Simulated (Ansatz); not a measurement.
`CCS[Si](O)(O)O` + `C=CS[SiH3]` → `C=CS[Si](O)(O)O` + `CCS[SiH3]`  (redistribution)

Program: Ansatz. Geometries: PBE0-D4/def2-TZVP. ΔE: electronic, gas phase. CBS: MP2 limit from def2 TZ/QZ plus the TZ coupled-cluster correction, frozen cores. This one scheme is used for every species. DFT in def2-TZVPP. One conformer a species, not always the lowest.

```tsv
level	ΔE (kcal/mol)
ωB97X-V	1.0
ωB97M-V	0.8
PBE0	0.9
HF/def2-TZVPP	1.8
CCSD/def2-TZVPP	1.1
CCSD(T)/def2-TZVPP	0.9
SCS-MP2/def2-QZVPP	1.0
MP2/CBS(def2)	0.8
```

**Question.** What does CCSD(T)/CBS give? (Best estimate.)

**Answer.** Ansatz gave: +0.9 kcal/mol. The listed levels differ from it by 0.1, -0.1, 0.0, 0.9, 0.2, 0.0, 0.1, -0.1 kcal/mol.

Largest T1 diagnostic among the species: 0.012.

In def2-TZVPP, CCSD(T) changes the Hartree–Fock value by −1.0 kcal/mol (the triples alone add −0.2 kcal/mol) and MP2 by −1.0 kcal/mol.
